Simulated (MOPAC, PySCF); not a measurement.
C$_{9}$H$_{10}$BNSi, SMILES `Bc1cc([SiH3])c2ncccc2c1`, neutral singlet in the gas phase. 

Cartesian coordinates (Å):
```xyz
22

B      3.4955    -0.9919     0.2289
C      2.0167    -0.5565     0.1475
C      1.6331     0.8292     0.2172
C      0.3090     1.2464     0.1465
Si    -0.2424     3.0564     0.2339
C     -0.7142     0.2528    -0.0020
N     -2.0067     0.6875    -0.0687
C     -2.9673    -0.2146    -0.2063
C     -2.7365    -1.6174    -0.2897
C     -1.4326    -2.0803    -0.2239
C     -0.3683    -1.1450    -0.0759
C      1.0008    -1.5149     0.0018
H      4.3775    -0.1622     0.3550
H      3.7851    -2.1733     0.1668
H      2.4344     1.5777     0.3314
H     -1.1266     3.3141     1.4205
H     -0.9447     3.4876    -1.0218
H      1.0115     3.8796     0.3857
H     -4.0018     0.1716    -0.2571
H     -3.5856    -2.3071    -0.4039
H     -1.2031    -3.1561    -0.2838
H      1.2661    -2.5835    -0.0545
```
Charge 0, multiplicity 1.

All levels are single points at this geometry (PBE-D3(BJ)/def2-SVP); Pople sets use spherical d functions. Orbital energies aren't observables, and empty levels follow the basis.

PBE-D3(BJ)/def2-TZVP in PySCF gives dipole (D) = 3.20.

Estimate the dipole (D) from each of these levels: BP86/6-31G* in PySCF; M06-2X/6-31G* in PySCF; PBE/6-31G* in PySCF; HF/STO-3G in PySCF; PM7 in MOPAC.


| level | dipole (D) |
|---|---|
| BP86/6-31G* in PySCF | 3.22 |
| M06-2X/6-31G* in PySCF | 3.07 |
| PBE/6-31G* in PySCF | 3.22 |
| HF/STO-3G in PySCF | 1.82 |
| PM7 in MOPAC | 2.52 |
